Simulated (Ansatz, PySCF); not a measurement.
Noncovalent pair: HCl (SMILES Cl) (first 2 atoms) with CH5N (SMILES CN); geometry from B3LYP-D3(BJ)/def2-TZVP.
(charge 0, multiplicity 1):
```xyz
9

Cl     0.9705     1.1443     0.1651
H      0.7678     0.4012     1.3159
C     -0.8377     0.1905     3.1487
N      0.4222    -0.3723     2.6447
H     -1.6057     0.0683     2.3862
H     -0.7026     1.2584     3.3145
H     -1.1809    -0.2732     4.0771
H      0.3369    -1.3627     2.4460
H      1.1778    -0.2543     3.3101
```

Counterpoise-corrected where a basis set is named; no monomer relaxation. Rows marked so take none.

Rows in 6-31G* carry no dispersion term and start afresh at each structure (6-31G* with six Cartesian d functions).

The values were computed with Ansatz (a program for electronic structure); PySCF for 6-31G* rows, the dispersion terms. Values without a source in brackets are computed.

Task: One of these levels gives -16.56 kcal/mol for the interaction energy. Which one is it?
(A) revPBE/def2-TZVPPD
(B) BLYP-D4/def2-TZVPPD
(C) BP86/6-31G* (no counterpoise)
(D) PBE-D4/def2-TZVPPD

Result: D, PBE-D4/def2-TZVPPD. The others give -14.64 (BLYP-D4/def2-TZVPPD), -18.56 (BP86/6-31G* (no counterpoise)), -12.57 (revPBE/def2-TZVPPD)
